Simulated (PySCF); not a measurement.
Species: C6H13ClO2Si.
Atom-mapped SMILES: `[CH3:1][CH:2]([CH3:3])[C@@H:4]1[CH2:5][O:6][CH2:7][Si@H:8]([Cl:9])[O:10]1`

Structure used (GFN2-xTB), in Å, numbered top down from 1:
```xyz
23
C6H13ClO2Si angstrom
C     -2.3597    0.9225    0.0284
C     -1.4424   -0.2808    0.2427
C     -2.0475   -1.5228   -0.4062
C     -0.0470    0.0382   -0.3128
C      0.9591   -1.1018   -0.1172
O      2.2309   -0.8089   -0.6342
C      2.9837    0.1007    0.1692
Si     1.9599    1.7058    0.2993
Cl     2.1978    2.7063    2.0137
O      0.4248    1.1995    0.3426
H     -1.9255    1.8117    0.4761
H     -2.5008    1.1036   -1.0350
H     -3.3309    0.7424    0.4822
H     -1.3353   -0.4500    1.3195
H     -2.0449   -1.4250   -1.4895
H     -1.5033   -2.4229   -0.1356
H     -3.0768   -1.6399   -0.0761
H     -0.1137    0.2602   -1.3863
H      1.0270   -1.3345    0.9561
H      0.6253   -1.9856   -0.6625
H      3.9346    0.2103   -0.3500
H      3.1874   -0.3639    1.1454
H      2.1924    2.5622   -0.8596
```

Probes without a nucleus sit at each ring's centroid and 1 Å off its mean plane on both sides; NICS is minus the shielding there, NICSzz its component along the normal. Level: GIAO PBE0/pcSseg-1 (PySCF, non-relativistic, gas phase) on the GFN2-xTB geometry, one conformer.

Ring bond lengths (Å), with Mayer bond orders in brackets: C4–C5 1.533 (1.02), C5–O6 1.404 (0.92), O6–C7 1.428 (0.88), C7–Si8 1.908 (0.89), Si8–O10 1.617 (1.01), O10–C4 1.414 (0.82).

**Question.** What do the NICS probes read (ppm)?

**Answer.** 
```csv
ring,type,NICS(0),"NICS(1), two faces","NICS(1)zz, two faces",rms pucker (Å),"centre to ring atoms, mean (Å)"
C4–C5–O6–C7–Si8–O10,6-membered ring with 2 O and Si; formal bonds all single,-1.3,-1.5 / -0.9,4.9 / 3.0,0.21,1.50
```

**Question.** What do they say, and how far can they be read as aromaticity?

**Answer.** 
- C4–C5–O6–C7–Si8–O10: mean NICS(1)zz 4.0 ppm, deshielded. C4, C5, C7, Si8 have four or more neighbours, and the NICS criterion for π rings isn't applied.

Hardware: one thread, Intel Xeon 6975P-C (x86_64), shared host with 192 logical CPUs at a one-minute load of 91. Cost: 53 s, 1.1 GiB resident at most. This is the whole shielding run at PBE0/pcSseg-1, SCF included.
